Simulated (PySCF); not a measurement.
ZrI2, SMILES [I][Zr][I] (connectivity only; charge and spin as stated), neutral, multiplicity 3.

Coordinates come from a PBE0-D3(BJ)/def2-SVP optimisation. The spin state was assumed, not searched. The def2 effective core potentials stand for the cores of I, Zr; spin–orbit coupling is left out.

Computed with PBE0-D3(BJ)/def2-SVP run with PySCF.

Frequencies are harmonic and unscaled.

A small imaginary wavenumber (i) marks a very flat motion, where grid noise or a shallow saddle decides the sign.

Modes within 1.5 cm⁻¹ of each other (mostly degenerate sets) share a row, with their intensities summed.

| mode | ν (cm⁻¹) | IR (km/mol) | moving atoms (share of kinetic energy) |
|---|---|---|---|
| 1–2 | 14i | 5.0 | Zr 74 %, I 26 % |
| 3 | 150 | 0.0 | I 100 % |
| 4 | 265 | 98.5 | Zr 74 %, I 26 % |
